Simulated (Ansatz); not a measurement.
Reactions of C2H5ClOSi, SMILES `O[SiH2]C=CCl`.

Isolated molecules relaxed with PBE0-D4/def2-TZVP in Ansatz; ΔE leaves out vibrations. CCSD(T)/CBS adds triple-zeta CCSD(T) − MP2 to the extrapolated MP2 energy (def2 sets, frozen cores). This one scheme is used for every species. Double bonds are as drawn, so ΔE can hold a change between cis and trans. DFT in def2-TZVPP. For Br outer-core shells are correlated without core-valence functions, which leaves a few kJ/mol of doubt a bond. Scalar relativity is left out up to krypton. Each species was taken in one conformer, which may not be the lowest.

```csv
reaction,CCSD/CBS(def2) (kJ/mol),r2SCAN-D4 (kJ/mol)
`O[SiH2]/C=C/Cl` + `CBS` → `O[SiH2]CBS` + `C=CCl`,-4,-2
`O[SiH2]/C=C/Cl` + `[SiH3]S` → `O[SiH2]S[SiH3]` + `C=CCl`,-66,-67
`O[SiH2]/C=C/Cl` + `N[Si](O)(Cl)Cl` → `O[SiH2]N[Si](O)(Cl)Cl` + `C=CCl`,-69,-65
`O[SiH2]/C=C/Cl` + `CO[SiH](O)O` → `CO[SiH](O)O[SiH2]O` + `C=CCl`,-127,-121
`O[SiH2]/C=C/Cl` + `N[SiH2]N` → `N[SiH2]N[SiH2]O` + `C=CCl`,-69,-63
`O[SiH2]/C=C/Cl` + `CBr` → `O[SiH2]CBr` + `C=CCl`,8,13
```

Problem. Give the CCSD(T)/CBS values in the same order. (Best estimate.)

Solution. Ansatz gave: -4, -67, -69, -124, -68, 8 kJ/mol.

Largest T1 diagnostic: 0.013, for `CBS`.
